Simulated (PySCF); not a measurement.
# From computed data to an observable: oscillator strength and radiative lifetime

Te(H)(SiH3) (H₄SiTe), SMILES [TeH][SiH3].

Geometry: B3LYP-D3(BJ)/def2-TZVP. The def2 effective core potentials stand for the cores of Te; spin–orbit coupling is left out.

TDA-B3LYP/def2-SVPD in PySCF puts the first singlet state with f over 0.02 at 4.62 eV (vertical), with the transition dipole (0.000, 0.000, -0.501) in atomic units.

Question: Find the oscillator strength, the wavelength and the radiative lifetime that this transition would have in vacuum if emission retraced absorption.

Answer: 
|μ|² = 0.2510 au, so |μ| = 1.27 D. ΔE = 4.62/27.211 = 0.1698 hartree. f = (2/3) ΔE |μ|² = 0.028 (the program prints 0.028).
λ = 1239.84/4.62 = 268 nm; ν = 37263 cm⁻¹.
Einstein's coefficient A = 0.6670 ν² f s⁻¹ (ν in cm⁻¹) = 2.6e7 s⁻¹, so τ = 1/A = 38 ns. This state is S2; the lower singlet has f = 0.001. The figure is the radiative limit of this one transition; relaxation, internal conversion, crossing to triplets and a medium change what is measured.
